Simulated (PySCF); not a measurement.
Species: C5H5O3 (doublet state).
Cartesian coordinates in Å at the GFN2-xTB level; atoms count from 1:
```xyz
13
C5H5O3 angstrom
C     -2.2991   -0.0845    0.4537
O     -1.2541   -0.8393   -0.1437
C     -0.0592   -0.2373   -0.2276
C      0.9247   -0.7143   -1.0218
O      2.1802   -0.1973   -0.9945
C      2.4167    0.5546    0.1594
C      1.4289    1.1677    0.8164
O      0.1319    0.9021    0.4913
H     -3.1784   -0.7219    0.4082
H     -2.4769    0.8414   -0.0976
H     -2.0631    0.1564    1.4927
H      0.7828   -1.5277   -1.7112
H      3.4612    0.7004    0.3570
```

The hyperfine couplings belong to this conformer and change with its torsions.

Identity: `COC1=COC=[C]O1` [radical].

Computed with UKS B3LYP, pcH-1 on C H O, non-relativistic, mean-field spin-orbit, GIAO in PySCF 2.14.0. One conformer (not necessarily the lowest) at the GFN2-xTB geometry, without solvent, vibrations or thermal averaging. A GFN2-xTB geometry isn't a minimum of the functional, and hyperfine couplings can be far from their values at a DFT geometry. The SCF solution wasn't tested for stability.

Principal values of hyperfine tensors in MHz (contact and dipolar terms together), for some of the nuclei:

| atom | isotope | A1 | A2 | A3 |
| --- | --- | --- | --- | --- |
| C7 | 13C | 209.40 | 219.01 | 350.09 |
| O8 | 17O | -96.27 | -16.02 | -14.89 |
| O5 | 17O | -94.67 | 3.83 | 4.02 |
| C3 | 13C | -20.94 | -13.58 | -0.97 |
| H13 | 1H | -17.51 | -15.04 | -0.02 |
| H12 | 1H | 2.33 | 5.45 | 16.37 |
| C4 | 13C | -5.21 | -4.37 | 25.86 |
| H11 | 1H | 2.02 | 2.56 | 6.81 |

Task: Give the isotropic coupling of each nucleus in MHz and in mT (g = 2.0033), and the anisotropic part.

Result: a_iso is a third of the trace, T = A − a_iso, and a(mT) = a(MHz)/(g × 13.996).

```tsv
atom	a_iso (MHz)	a_iso (mT)	T1	T2	T3
C7	259.50	9.255	-50.10	-40.49	90.59
O8	-42.39	-1.512	-53.88	26.38	27.50
O5	-28.94	-1.032	-65.73	32.77	32.96
C3	-11.83	-0.422	-9.11	-1.75	10.86
H13	-10.86	-0.387	-6.65	-4.18	10.83
H12	8.05	0.287	-5.72	-2.60	8.32
C4	5.43	0.194	-10.64	-9.80	20.43
H11	3.80	0.135	-1.77	-1.24	3.01
```

Task: What spin density at the nucleus of C3 lies behind its contact coupling (g_N = 1.40482)?

Result: a_FC = (2μ0/3) gₑ μB g_N μN ρ(0)/(2S·h) = 800.24 MHz × g_N × ρ(0)/(2S), with ρ in bohr⁻³. With a_FC = -11.83 MHz and 2S = 1, ρ(0) = -0.01052 bohr⁻³.

Task: C6 (13C, g_N = 1.40482) isn't in the table. Its spin density at the nucleus is 0.06354 bohr⁻³. What is its contact coupling?

Result: By the same relation, a_FC = 71.4 MHz. Its full tensor has the principal values 58.26, 61.17, 94.86 MHz.

Task: Name the largest traceless tensor T of the table and describe it.

Result: C7: -50.1, -40.5, 90.6 MHz, rhombic: the two smaller values differ by 11 % of the largest.

Task: What first-order splitting does C7 cause when the field lies along A1, A2 or A3 of its tensor (g taken as isotropic, no quadrupole term)?

Result: 2 lines (I = 1/2), spaced by |A_i|/(g × 13.996): 7.47, 7.81, 12.49 mT along the axes of A1, A2 and A3.
